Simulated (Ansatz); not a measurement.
Al(GeH3)(OH)2 (AlGeH₅O₂), SMILES [OH][Al]([OH])[GeH3]. Atoms are numbered in the order given.

```xyz
9

Al    -0.8404     0.1553     0.3530
Ge     1.3763    -0.2541    -0.5894
H      1.6044    -1.7538    -0.8702
H      1.5906     0.5005    -1.9158
H      2.4931     0.1899     0.3781
O     -1.2427    -0.6336     1.8054
H     -2.0514    -0.5958     2.3167
O     -1.8954     1.2070    -0.4686
H     -2.7862     1.4733    -0.2393
```
Charge 0, spin multiplicity 1.

Geometry optimised at PBE0-D3(BJ)/def2-SVP. The structure was generated by enumeration; whether it is a known compound was not checked. The values are those of a single conformer.

Two levels are set side by side: PBE-D3(BJ)/def2-SVP (Ansatz, a first-principles code) and PBE0-D3(BJ)/def2-SVP (Ansatz). Each level has its own optimised geometry; the coordinates shown are those of the second. Differences are taken from unrounded values.

```json
[
 {"quantity": "mean bond length (Å)", "PBE0-D3(BJ)": "1.548"},
 {"quantity": "bond Al1–Ge2 (Å)", "PBE0-D3(BJ)": "2.443"},
 {"quantity": "bond Al1–O6 (Å)", "PBE0-D3(BJ)": "1.701"},
 {"quantity": "bond Al1–O8 (Å)", "PBE0-D3(BJ)": "1.701"},
 {"quantity": "bond Ge2–H3 (Å)", "PBE0-D3(BJ)": "1.543"},
 {"quantity": "bond Ge2–H4 (Å)", "PBE0-D3(BJ)": "1.541"},
 {"quantity": "bond Ge2–H5 (Å)", "PBE0-D3(BJ)": "1.543"},
 {"quantity": "bond O6–H7 (Å)", "PBE0-D3(BJ)": "0.958"},
 {"quantity": "bond O8–H9 (Å)", "PBE0-D3(BJ)": "0.958"}
]
```

What does PBE-D3(BJ) give, and how far is it from PBE0-D3(BJ)? (Estimate from the structure and the level; the computed values follow.)


```tsv
quantity	PBE-D3(BJ)	PBE-D3(BJ) minus PBE0-D3(BJ)
mean bond length (Å)	1.561	0.013
bond Al1–Ge2 (Å)	2.450	0.007
bond Al1–O6 (Å)	1.719	0.018
bond Al1–O8 (Å)	1.719	0.018
bond Ge2–H3 (Å)	1.554	0.012
bond Ge2–H4 (Å)	1.552	0.012
bond Ge2–H5 (Å)	1.554	0.012
bond O6–H7 (Å)	0.969	0.012
bond O8–H9 (Å)	0.969	0.012
```

Exact exchange shortens and stiffens bonds; PBE has none. Differences between two approximate levels are no errors against the true value.
